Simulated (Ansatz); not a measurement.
Reaction (ligand exchange at the Al–N bond): `C[SiH2][NH][AlH2]` + `NCF` → `FC[NH][AlH2]` + `C[SiH2]N`

Calculated with Ansatz (gas phase, PBE0-D4/def2-TZVP geometries, no zero-point term in ΔE). CCSD(T)/CBS is the MP2 limit (def2-TZVPP, def2-QZVPP) plus CCSD(T) − MP2 in def2-TZVPP, frozen cores. Functionals use def2-TZVPP. B3LYP here is the variant with VWN-RPA as its local correlation; programs differ in this. One conformer a species, not always the lowest.

`C[SiH2][NH][AlH2]`:

Z-matrix (Å, degrees):
```
C
Si 1 1.868
H 1 1.094 2 110.6
H 1 1.093 2 111.0 3 119.5
H 1 1.093 2 111.0 3 -120.2
N 2 1.730 1 112.9 3 -179.8
H 2 1.493 1 108.1 3 -56.9
H 2 1.488 1 110.2 3 61.4
Al 6 1.781 2 129.4 1 -117.5
H 6 1.013 2 114.6 1 63.7
H 9 1.581 6 118.4 2 1.3
H 9 1.584 6 117.5 2 -179.1
```

`NCF`:

Z-matrix (Å, degrees):
```
C
F 1 1.406
N 1 1.402 2 113.7
H 1 1.092 2 106.1 3 121.3
H 1 1.092 2 106.1 3 -121.3
H 3 1.010 1 112.8 2 62.5
H 3 1.010 1 112.8 2 -62.5
```

`FC[NH][AlH2]`:

```xyz
9

F    -0.335   -0.627   -2.042
C    -0.315    0.420   -1.114
N    -0.542   -0.039    0.197
Al    0.703   -0.417    1.414
H    -1.081    1.125   -1.451
H     0.674    0.880   -1.191
H    -1.514   -0.257    0.365
H     0.216   -1.037    2.784
H     2.193   -0.048    1.039
```

`C[SiH2]N`:

```xyz
10

C    -0.450   -0.100    1.321
Si   -0.424    0.029   -0.546
N     1.127    0.112   -1.285
H    -1.479   -0.147    1.688
H     0.033    0.764    1.783
H     0.069   -1.000    1.661
H    -1.159    1.262   -0.941
H    -1.109   -1.168   -1.109
H     1.680    0.951   -1.228
H     1.712   -0.705   -1.345
```

```tsv
level	ΔE (kJ/mol)	difference from CCSD(T)/CBS
PBE-D4	18.0	0.1
r2SCAN-D4	18.7	0.8
PBE0-D4	18.6	0.7
B3LYP-D4	17.5	-0.4
ωB97X-V	17.2	-0.7
ωB97M-V	17.4	-0.5
B2PLYP	16.9	-1.0
PBE	16.7	-1.2
PBE0	17.3	-0.6
B3LYP	15.4	-2.5
MP2/def2-TZVPP	18.6	0.7
CCSD/def2-TZVPP	18.2	0.3
CCSD(T)/def2-TZVPP	18.8	0.9
HF/def2-QZVPP	17.3	-0.6
SCS-MP2/def2-QZVPP	17.6	-0.3
MP2/CBS(def2)	17.6	-0.3
CCSD(T)/CBS	17.9	0
```

Largest T1 diagnostic among the species: 0.012.
